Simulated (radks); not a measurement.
All-electron atom: Re46+ in [Ar] 3d10 4s1 (the NIST ground configuration). All-electron calculation, Dirac Kohn-Sham, LB94 model potential, spin-unpolarised, spherical densities, finite nucleus; Fermi nuclear charge, rms radius 5.3698 fm. Program: a radial shooting solver on a logarithmic mesh with Libxc functionals.

Normalised radial functions P(r) = r R(r) (large component), r in bohr:

r,3p1/2
0.001362,0.0497
0.001731,0.0649
0.0022,0.0855
0.002775,0.1126
0.003528,0.1508
0.004485,0.2031
0.005656,0.2717
0.00719,0.3669
0.00914,0.4929
0.01162,0.6546
0.01465,0.8454
0.01863,1.0692
0.02368,1.2937
0.02986,1.4624
0.03796,1.5070
0.04826,1.3170
0.06135,0.8010
0.07737,-0.0220
0.09836,-1.0775
0.125,-2.0385
0.1577,-2.5310
0.2005,-2.3839
0.2548,-1.6985
0.324,-0.8847
0.4086,-0.3296
0.5194,-0.0754
0.6603,-0.0097
0.8327,-0.0007
1.059,0.0000

3p1/2: eigenvalue -4890.3 eV, 1 radial node at r = 0.0770 bohr, <r> = 0.183 bohr, 90 % of the charge inside 0.275 bohr.
